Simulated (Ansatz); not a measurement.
```yaml
crystal:
  periodic: [false, false, false]
  atoms:
    - {symbol: C, position_ang: [-0.954604, 1.684735, -0.200165]}
    - {symbol: In, position_ang: [-0.321434, -0.099461, 0.239689]}
    - {symbol: C, position_ang: [1.204096, -1.728350, -0.207649]}
    - {symbol: F, position_ang: [-1.224078, -0.752340, 1.943281]}
    - {symbol: H, position_ang: [-0.327246, 2.259918, -1.180699]}
    - {symbol: H, position_ang: [-2.007235, 1.564990, -0.500693]}
    - {symbol: H, position_ang: [-0.944389, 2.515084, 0.615663]}
    - {symbol: H, position_ang: [1.971038, -1.427063, -0.905237]}
    - {symbol: H, position_ang: [1.839991, -1.719014, 0.725211]}
    - {symbol: H, position_ang: [0.826880, -2.577069, -0.395875]}
basis:
  gaussian: {orbitals: def2-mTZVPP, fitting: {mean_field: def2-universal-jkfit}}
magnetization: {spin_polarized: true, initial_magnetization: 2}
hamiltonian: {xc: {name: HF}}
correlation: {method: ccsd_t, electrons: outside_noble_gas}
scf: {lower_state_search: full}
```

```sh
$ ansatz run in.yaml --threads 4 --pin off --events-out ev --progress --plain --max-ram 10444MiB
```

Output, abridged:

```
Functional definition: HF
553 factors; integrals over basis functions are off by at most 1.6e0 eV
mean field evaluation 1: about -10001.6520 eV, gradient 3.0e1 eV
mean field evaluation 2: about -10004.2895 eV, gradient 2.3e1 eV
mean field evaluation 4: about -10006.1775 eV, gradient 2.1e0 eV
mean field evaluation 8: about -10006.6152 eV, gradient 4.7e-1 eV
mean field evaluation 16: about -10006.1769 eV, gradient 2.1e0 eV
mean field evaluation 32: about -10003.3256 eV, gradient 4.9e0 eV
mean field evaluation 64: about -10006.4127 eV, gradient 4.1e0 eV
mean field evaluation 96: about -10005.3498 eV, gradient 2.7e0 eV
mean field evaluation 128: about -10005.8278 eV, gradient 3.8e0 eV
mean field evaluation 160: about -10005.2507 eV, gradient 5.5e-2 eV
mean field evaluation 352: about -10005.3254 eV, gradient 1.4e-1 eV
mean field evaluation 384: about -10005.2511 eV, gradient 2.9e-4 eV
mean field -10006.64105638 eV, -367.7372760771 hartree, gradient 1.5e-6 eV, S^2 2.020564; 17 other end points of the search recorded, 0 dependent functions left out
determinant -10006.64105638 eV, -367.7372760771 hartree, with singles and doubles -10023.16235486 eV, -368.3444225978 hartree
determinant -10005.87676647 eV, -367.7091889408 hartree, with singles and doubles -10022.48013094 eV, -368.3193513311 hartree
determinant -10005.34084268 eV, -367.6894941050 hartree, with singles and doubles -10021.10220053 eV, -368.2687133223 hartree
determinant -10005.32903920 eV, -367.6890603350 hartree, with singles and doubles -10022.18199604 eV, -368.3083950756 hartree
determinant -10005.25114714 eV, -367.6861978547 hartree, with singles and doubles -10020.92498214 eV, -368.2622006667 hartree
determinant -10003.92236611 eV, -367.6373660525 hartree, with singles and doubles -10020.72309858 eV, -368.2547815827 hartree
12 core orbitals not correlated, not the lowest: weight in the atoms' cores, before any rotation towards them, 0.699 or more for the frozen orbitals, at most 0.478 for the correlated occupied ones
reference -10006.64105638 eV, -367.7372760771 hartree; 13, 11 occupied and 103, 105 virtual orbitals, 553 factors
second order -15.46010193 eV of doubles, -0.00000000 eV of singles
cycle   1  -16.47328018 eV  change   -5.4e-1 eV  update   2.7e-2
cycle   2  -16.50109340 eV  change   -2.8e-2 eV  update   9.0e-3
cycle   3  -16.50301841 eV  change   -1.9e-3 eV  update   6.0e-3
cycle   4  -16.50784966 eV  change   -4.8e-3 eV  update   3.7e-3
cycle   5  -16.50942554 eV  change   -1.6e-3 eV  update   2.4e-3
cycle   6  -16.51081577 eV  change   -1.4e-3 eV  update   1.5e-3
cycle   7  -16.51150947 eV  change   -6.9e-4 eV  update   7.4e-4
cycle   8  -16.51159992 eV  change   -9.0e-5 eV  update   4.3e-4
cycle   9  -16.51153987 eV  change    6.0e-5 eV  update   2.5e-4
cycle  10  -16.51148407 eV  change    5.6e-5 eV  update   1.6e-4
cycle  11  -16.51145531 eV  change    2.9e-5 eV  update   9.5e-5
cycle  12  -16.51145903 eV  change   -3.7e-6 eV  update   6.3e-5
cycle  13  -16.51147763 eV  change   -1.9e-5 eV  update   4.3e-5
cycle  14  -16.51146670 eV  change    1.1e-5 eV  update   3.3e-5
cycle  15  -16.51146802 eV  change   -1.3e-6 eV  update   2.1e-5
perturbative correction -0.53546947 eV, -0.0196781399 hartree
Total energy: -10023.68799387 eV, -368.3637394749 hartree
```

It took 49 s on 4 threads of an Arm Neoverse V2 on a shared host, with 1.3 GiB of host memory at the peak.
